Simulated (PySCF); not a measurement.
# Calculated NMR parameters of 2-tert-butylpyridine

```yaml
Formula: C9H13N
SMILES: CC(C)(C)c1ccccn1
InChI: InChI=1S/C9H13N/c1-9(2,3)8-6-4-5-7-10-8/h4-7H,1-3H3
Point_group_of_the_computed_structure: Cs
Degrees_of_unsaturation: 4
Carbon_signals: 7
Proton_signals: 5
```

Atoms are numbered as in `[CH3:1][C:2]([CH3:3])([CH3:4])[c:5]1[cH:6][cH:7][cH:8][cH:9][n:10]1`. Hydrogens are named by the atom that carries them.

Non-relativistic Hamiltonian, fast rotation and ring inversion assumed for equivalent nuclei, no solvent, one conformer. Geometry from PBE0-D3(BJ)/def2-SVP; GIAO PBE0/pcSseg-1 shieldings; PySCF 2.14.0 with density-fitted response routines.

Chemical shifts δ = σref − σ; ¹H (σref 31.27), ¹³C (σref 184.41) against TMS; ¹⁵N (σref 265.67) vs NH3, all at this level.

```tsv
carbon	δC, type	δH (multiplicity)	HMBC from (2–3 bonds)	span of the C tensor (ppm)
C1/C3/C4	32.2, CH3	1.31 (s)	H(C1)/H(C3)/H(C4)	44
C2	38.8, C	–	H(C6), H(C1)/H(C3)/H(C4)	21
C5	174.8, C	–	H(C9), H(C7), H(C6), H(C1)/H(C3)/H(C4)	226
C6	126.2, CH	7.48 (d)	H(C7), H(C8)	229
C7	140.9, CH	7.68 (m)	H(C9), H(C6), H(C8)	249
C8	125.6, CH	7.07 (m)	H(C9), H(C7), H(C6)	228
C9	153.8, CH	8.65 (d)	H(C7), H(C8)	220
```

Other nuclei:
| atoms | nucleus | environment | δ (ppm) | σ (ppm) |
| --- | --- | --- | --- | --- |
| N10 | ¹⁵N | pyridine-type ring nitrogen | 352.5 | -86.8 |

Carbon types of the structure: 2 × C, 4 × CH, 3 × CH3, which accounts for all hydrogens. δC 174.8: substituted aromatic carbon next to a ring nitrogen. δC 153.8: aromatic CH next to a ring nitrogen; the adjacent pyridine-type nitrogen withdraws density from it. δC 140.9, 126.2, 125.6: aromatic CH. δC 32.2: methyl carbon; a saturated carbon with 1 carbon neighbour and no heteroatom attached. δH 8.65: hydrogen on an aromatic CH next to a ring nitrogen; ring current plus the neighbouring ring nitrogen.

Shifts are as computed. Against solution values, carbons near 30 ppm lie about +2 ppm off and those near 130 ppm about +5 ppm. Of 1211 compounds with measured shifts, 218 miss one by over three times the rms of a fit or turn the order of signals round; such compounds aren't used in these exercises. Experimental scales use liquid or dissolved standards, which lie at an offset from isolated NH3 (liquid NH3: subtract about 20 ppm). Unscaled 15N shifts of sp2 nitrogen come out 20 to 40 ppm too high even then. No couplings were computed; multiplicities are counted from neighbouring protons, with m where these are inequivalent, close in shift, in a saturated or five-membered ring or joined by F or P, and br s for small geminal =CH2 splittings.
